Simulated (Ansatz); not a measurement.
Molecule: YF$_{2}$, net charge 1, singlet state. The spin state was set by rule; other spins were not relaxed. 
Geometry from a B3LYP-D3(BJ)/def2-TZVP (Ansatz, a quantum-chemistry and plane-wave program) optimisation:
```xyz
3

Y      0.3326     0.0419    -0.0542
F     -1.0336     1.1175    -0.8690
F     -0.4077    -1.2992     1.1037
```
Charge +1, spin multiplicity 1.

Basis-set convergence of Hartree-Fock and MP2 correlation energies (hartree) with Ansatz. Correlated levels leave the core frozen unless marked. No spin-orbit coupling. The frozen core is the preceding noble-gas configuration, with the filled d and f shells of earlier blocks. In def2 rows, elements after Kr have scalar-relativistic effective core potentials.

| basis | functions | E(HF) | E(corr, MP2) |
|---|---|---|---|
| def2-SVP | 59 | -236.52413 | -0.43218 |
| def2-TZVPP | 118 | -236.78619 | -0.56538 |
| def2-QZVPP | 195 | -236.80191 | -0.61672 |

Extrapolating the two largest sets (X = 3 and 4) as X^-3: E(corr) = (64·(-0.61672) - 27·(-0.56538))/37 = -0.6542 Eh, an estimate of the basis-set limit. The largest set recovers 94.3 % of it, the smallest 66.1 %.
